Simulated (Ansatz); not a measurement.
`NCBF`, charge 0, multiplicity 1.

**Question.** Give a relaxed structure at PBE0-D4/def2-TZVP (Ansatz 0.2.0). (An estimate is asked.)

**Answer.** The calculation gave: 
Z-matrix (Å, degrees):
```
C
B 1 1.555
N 1 1.448 2 115.4
H 1 1.099 2 107.4 3 -123.5
H 1 1.111 2 104.1 3 127.0
F 2 1.326 1 120.2 3 -11.5
H 2 1.200 1 122.7 3 171.2
H 3 1.010 1 112.1 2 162.4
H 3 1.011 1 111.5 2 41.0
```
This is one stationary point; other conformers may exist.
